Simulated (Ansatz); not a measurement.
Level of theory: B3LYP-D3(BJ)/def2-TZVP run with Ansatz (an electronic-structure program). No frequencies were computed at this level.

Ansatz 0.2 input:
```yaml
crystal:
  periodic: [false, false, false]
  atoms:
    - { symbol: N, position_ang: [1.201029, -0.25141, 0.056662] }
    - { symbol: B, position_ang: [0.028791, 0.515513, 0.012979] }
    - { symbol: N, position_ang: [-1.221386, -0.112958, -0.066648] }
    - { symbol: H, position_ang: [2.120341, 0.14484, 0.113995] }
    - { symbol: H, position_ang: [1.205255, -1.256101, 0.034622] }
    - { symbol: H, position_ang: [0.093965, 1.685451, 0.043092] }
    - { symbol: H, position_ang: [-2.09082, 0.385471, -0.09953] }
    - { symbol: H, position_ang: [-1.337176, -1.110805, -0.095171] }
basis:
  gaussian: { orbitals: def2-tzvp }
hamiltonian:
  xc: b3lyp
  dispersion: d3bj
relax:
  max_steps: 150
```

Output:

```
Functional definition: B3LYP
699 factors; their error is unknown
mean field evaluation 1: about -3729.5678 eV, gradient 8.1e1 eV
mean field evaluation 2: about -3715.0449 eV, gradient 1.1e2 eV
mean field evaluation 4: about -3741.9126 eV, gradient 1.7e0 eV
mean field evaluation 8: about -3741.9193 eV, gradient 2.9e-2 eV
mean field -3741.91931491 eV, -137.5129984589 hartree, gradient 1.4e-5 eV, S^2 0.000000; 0 other end points of the search recorded, 0 dependent functions left out
reference -3741.91953601 eV, -137.5130065844 hartree; 12, 12 occupied and 111, 111 virtual orbitals, 699 factors
relax step   1: F+E_penalty+E_count = -3742.09275385 eV  Δ(F+E_penalty+E_count) = +0.000e0 eV  max|allowed force component| = 5.476e-1 eV/Å  Δτ_max = 0.0000 Å  (25 SCF iters, accepted)
these checks for a lower state are left out or cut short: starts, cluster_reference, orbital_swaps, neighbouring_geometries, increment
699 factors; their error is unknown
mean field evaluation 16: about -3741.9335 eV, gradient 1.5e0 eV
mean field -3741.93678025 eV, -137.5136402982 hartree, gradient 1.2e-5 eV, S^2 0.000000; 0 other end points of the search recorded, 0 dependent functions left out
reference -3741.93700220 eV, -137.5136484549 hartree; 12, 12 occupied and 111, 111 virtual orbitals, 699 factors
relax step   2: F+E_penalty+E_count = -3742.10930111 eV  Δ(F+E_penalty+E_count) = -1.655e-2 eV  max|allowed force component| = 1.780e-1 eV/Å  Δτ_max = 0.0306 Å  (29 SCF iters, accepted)
these checks for a lower state are left out or cut short: starts, cluster_reference, orbital_swaps, neighbouring_geometries, increment
699 factors; their error is unknown
mean field -3741.94055685 eV, -137.5137790858 hartree, gradient 1.3e-5 eV, S^2 0.000000; 0 other end points of the search recorded, 0 dependent functions left out
reference -3741.94077939 eV, -137.5137872639 hartree; 12, 12 occupied and 111, 111 virtual orbitals, 699 factors
relax step   3: F+E_penalty+E_count = -3742.11256537 eV  Δ(F+E_penalty+E_count) = -3.264e-3 eV  max|allowed force component| = 5.515e-2 eV/Å  Δτ_max = 0.0240 Å  (30 SCF iters, accepted)
these checks for a lower state are left out or cut short: starts, cluster_reference, orbital_swaps, neighbouring_geometries, increment
699 factors; their error is unknown
mean field evaluation 32: about -3741.9394 eV, gradient 2.7e-1 eV
mean field -3741.93946216 eV, -137.5137388567 hartree, gradient 1.3e-5 eV, S^2 0.000000; 0 other end points of the search recorded, 0 dependent functions left out
reference -3741.93968474 eV, -137.5137470362 hartree; 12, 12 occupied and 111, 111 virtual orbitals, 699 factors
relax step   4: F+E_penalty+E_count = -3742.11163206 eV  Δ(F+E_penalty+E_count) = +9.333e-4 eV  max|allowed force component| = 2.019e-1 eV/Å  Δτ_max = 0.0132 Å  (29 SCF iters, rejected (line search))
these checks for a lower state are left out or cut short: starts, cluster_reference, orbital_swaps, neighbouring_geometries, increment
699 factors; their error is unknown
mean field -3741.94109437 eV, -137.5137988392 hartree, gradient 1.3e-5 eV, S^2 0.000000; 0 other end points of the search recorded, 0 dependent functions left out
reference -3741.94131706 eV, -137.5138070231 hartree; 12, 12 occupied and 111, 111 virtual orbitals, 699 factors
relax step   5: F+E_penalty+E_count = -3742.11306133 eV  Δ(F+E_penalty+E_count) = -4.960e-4 eV  max|allowed force component| = 2.151e-2 eV/Å  Δτ_max = 0.0066 Å  (29 SCF iters, accepted)
these checks for a lower state are left out or cut short: starts, cluster_reference, orbital_swaps, neighbouring_geometries, increment
699 factors; their error is unknown
mean field -3741.94129073 eV, -137.5138060553 hartree, gradient 1.3e-5 eV, S^2 0.000000; 0 other end points of the search recorded, 0 dependent functions left out
reference -3741.94151354 eV, -137.5138142436 hartree; 12, 12 occupied and 111, 111 virtual orbitals, 699 factors
relax step   6: F+E_penalty+E_count = -3742.11321382 eV  Δ(F+E_penalty+E_count) = -1.525e-4 eV  max|allowed force component| = 1.674e-3 eV/Å  Δτ_max = 0.0064 Å  (31 SCF iters, accepted)
699 factors; their error is unknown
mean field evaluation 64: about -3741.9413 eV, gradient 1.5e-4 eV
mean field -3741.94129073 eV, -137.5138060553 hartree, gradient 5.8e-5 eV, S^2 0.000000; 1 other end points of the search recorded, 0 dependent functions left out
reference -3741.94151354 eV, -137.5138142436 hartree; 12, 12 occupied and 111, 111 virtual orbitals, 699 factors
Total energy: -3742.11343663 eV, -137.5201323006 hartree
Atom 0 at     1.225625    -0.261346     0.057934 Å, force     0.001588    -0.000901     0.000017 eV/Å
Atom 1 at     0.026985     0.483449     0.012368 Å, force     0.000069     0.001656     0.000255 eV/Å
Atom 2 at    -1.246917    -0.120119    -0.067725 Å, force    -0.001674    -0.000714    -0.000142 eV/Å
Atom 3 at     2.125000     0.179914     0.114849 Å, force    -0.000349     0.000266    -0.000024 eV/Å
Atom 4 at     1.271939    -1.266096     0.037531 Å, force     0.000731     0.000448     0.000040 eV/Å
Atom 5 at     0.093582     1.676656     0.042972 Å, force    -0.000072    -0.001492    -0.000120 eV/Å
Atom 6 at    -2.091476     0.420750    -0.099435 Å, force     0.000391     0.000224     0.000013 eV/Å
Atom 7 at    -1.404741    -1.113208    -0.098492 Å, force    -0.000683     0.000513    -0.000038 eV/Å
Dipole moment:    -0.015695    -0.281192    -0.007192 e Å
```

Cost: roughly 15 core-seconds.
